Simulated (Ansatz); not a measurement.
The same ligand exchange along the group Si, Ge, Sn.

Calculated with Ansatz (gas phase, PBE0-D4/def2-TZVP geometries, no zero-point term in ΔE). CCSD(T)/CBS adds triple-zeta CCSD(T) − MP2 to the extrapolated MP2 energy (def2 sets, frozen cores). This one scheme is used for every species. DFT in def2-TZVPP. Elements past krypton have def2 core potentials. For Ge, Sn outer-core shells are correlated without core-valence functions, which leaves a few kJ/mol of doubt a bond. Scalar relativity is left out up to krypton. Each species was taken in one conformer, which may not be the lowest.

```json
{"reaction": "`O[SiH2]S` + HCl → `S[SiH2]Cl` + H₂O", "MP2/CBS(def2) (eV)": "-0.05", "ωB97M-V (eV)": "0.02", "CCSD(T)/def2-SVP (eV)": "0.03", "CCSD(T)/CBS(def2) (eV)": "-0.01"}
{"reaction": "`[OH][GeH2][SH]` + HCl → `[SH][GeH2][Cl]` + H₂O", "MP2/CBS(def2) (eV)": "-0.49", "ωB97M-V (eV)": "-0.45", "CCSD(T)/def2-SVP (eV)": "-0.34", "CCSD(T)/CBS(def2) (eV)": "-0.46"}
{"reaction": "`[OH][SnH2][SH]` + HCl → `[SH][SnH2][Cl]` + H₂O", "MP2/CBS(def2) (eV)": "-0.77", "ωB97M-V (eV)": "-0.74", "CCSD(T)/def2-SVP (eV)": "-0.70", "CCSD(T)/CBS(def2) (eV)": "-0.74"}
```

Largest T1 diagnostic: 0.013, for `[OH][SnH2][SH]`.
